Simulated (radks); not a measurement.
The numbers below are computed, except where a source is named.
These are the eigenvalues of the occupied orbitals of an atom or ion with whole-number occupations (eV). Code: a radial shooting solver on a logarithmic mesh with Libxc functionals. Model: scalar-relativistic Kohn-Sham, PBEsol, spin-unpolarised, spherical densities, finite nucleus; Fermi nuclear charge, rms radius of each element as measured or else 0.836 A^(1/3) + 0.57 fm.

orbital  eigenvalue
1s        -10235.43
2s        -1275.248
2p        -1112.314
3s        -161.9751
3p        -112.8868
3d         -33.2395
4s         -20.2463
4d          -4.3785

Which element is it, and in what charge state? The configuration may be excited.

Answer. Z = 31, gallium, charge +1: Ga+ in [Ar] 3d10 4s1 4d1. The list shows which subshells hold electrons but not how many an open one holds; the 1s level, -376.14 hartree, gives Z - s = 27.4 by -(Z - s)^2/2, which with screening and relativity narrows Z to a few neighbours, and the depths of the outer levels then fix element, charge and occupations together.
